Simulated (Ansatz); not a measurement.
Basis-set extrapolation for `CC(Cl)[CH2][AlH2]` (PBE0-D4/def2-TZVP geometry, frozen core, the Gaussian-basis code of Ansatz). Multiplicity 1, RHF reference.

```
                      def2-TZVPP   def2-QZVPP
                 HF  -819.731071  -819.756625
    MP2 correlation    -0.799279    -0.857995
CCSD(T) correlation    -0.895308      not run
```

Energies in hartree. Use E(X) = E(∞) + A·exp(−7.88·√X) for Hartree–Fock and E(X) = E(∞) + B·X^(−2.97) for correlation, with X = 3 and 4, and add CCSD(T) minus MP2 of the smaller set to the MP2 limit.

Task: What is the CCSD(T) energy at the basis-set limit?

Result: HF limit: -819.756625 + (-0.025554) × 0.13774 = -819.76014. MP2 limit: -0.857995 + (-0.058716) × 0.74074 = -0.90149. Higher-order term: -0.895308 − (-0.799279) = -0.09603. Total: -820.75766 hartree, 344.7 kJ/mol below CCSD(T)/def2-TZVPP.
